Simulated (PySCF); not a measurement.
Species, as SMILES: BN (BH2-NH2).
Geometry (B3LYP-D3(BJ)/def2-TZVP, fixed):
```xyz
6

B     -0.7766     0.0323    -0.0041
N      0.6098    -0.0254     0.0032
H     -1.3984    -0.9854    -0.0254
H     -1.3119     1.0982     0.0110
H      1.1972     0.7922     0.0209
H      1.1274    -0.8889    -0.0085
```
Charge 0, spin multiplicity 1.

How fast the mean static polarisability converges with the basis for several methods (PySCF): deviation from each method's own reference, in %. References: HF 24.66 bohr³, the value in d-aug-cc-pVTZ; PBE 27.92 bohr³, the value in d-aug-cc-pVTZ; PBE0 26.70 bohr³, the value in d-aug-cc-pVTZ. All functions are spherical. Density fitting with generated auxiliary sets. In sets without p functions on hydrogen, species with hydrogen take exact integrals. No added dispersion term, no relativity. 

```tsv
basis	functions	HF	PBE	PBE0
3-21G	26	-31.7	-35.1	-33.5
6-31G*	36	-26.2	-29.5	-27.9
6-31+G*	44	-16.0	-15.8	-15.8
def2-SVP	48	-20.7	-23.4	-22.1
cc-pVDZ	48	-19.0	-22.4	-20.8
6-311G**	60	-16.3	-18.6	-17.5
aug-pcseg-1	82	-1.7	-1.6	-1.7
6-311++G(2d,2p)	94	-5.0	-5.4	-5.2
def2-TZVPD	110	-0.7	-1.2	-1.0
aug-pcseg-2	184	-0.4	-0.4	-0.5
def2-QZVPP	234	-3.2	-4.5	-3.8
pcseg-3	252	-1.9	-2.6	-2.2
```

Mean absolute deviation over 6-311G**, 6-311++G(2d,2p), def2-TZVPD, aug-pcseg-2: HF 5.6, PBE0 6.0, PBE 6.4 %.
